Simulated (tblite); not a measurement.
Isomers of C7H10N2. Computed values, GFN2-xTB/tblite, gas phase, harmonic and unscaled. The method is semi-empirical: single wavenumbers can be off by several per cent or more. One conformer each.

Electronic energies: GFN2-xTB at the same geometries; isomer energies are rough at this level and their order can be wrong.

```
            SMILES  electronic energy, lowest = 0 (kcal/mol)
       CCNc1ccccn1                                       0.0
C/N=C\C(C#N)=C(C)C                                      47.8
     Cc1ccnn1C1CC1                                      13.9
```

Question: How do GFN2-xTB zero-point energies change the relative energies?

Answer: 
| SMILES | ZPE (kcal/mol) | of it from modes above 1550 cm⁻¹ | electronic (kcal/mol) | with ZPE, lowest = 0 (kcal/mol) | lowest mode (cm⁻¹) | rings |
| --- | --- | --- | --- | --- | --- | --- |
| CCNc1ccccn1 | 98.8 | 48.6 | 0.0 | 0.0 | 42 | 1 |
| Cc1ccnn1C1CC1 | 99.1 | 46.4 | 13.9 | 14.1 | 7i | 2 |
| C/N=C\C(C#N)=C(C)C | 96.0 | 51.1 | 47.8 | 45.0 | 43 | 0 |

The zero-point energies span 3.1 kcal/mol, from `C/N=C\C(C#N)=C(C)C` to `Cc1ccnn1C1CC1`. Slightly imaginary modes are left out of the zero-point energy: `Cc1ccnn1C1CC1` 7.0i cm⁻¹. The order is unchanged.
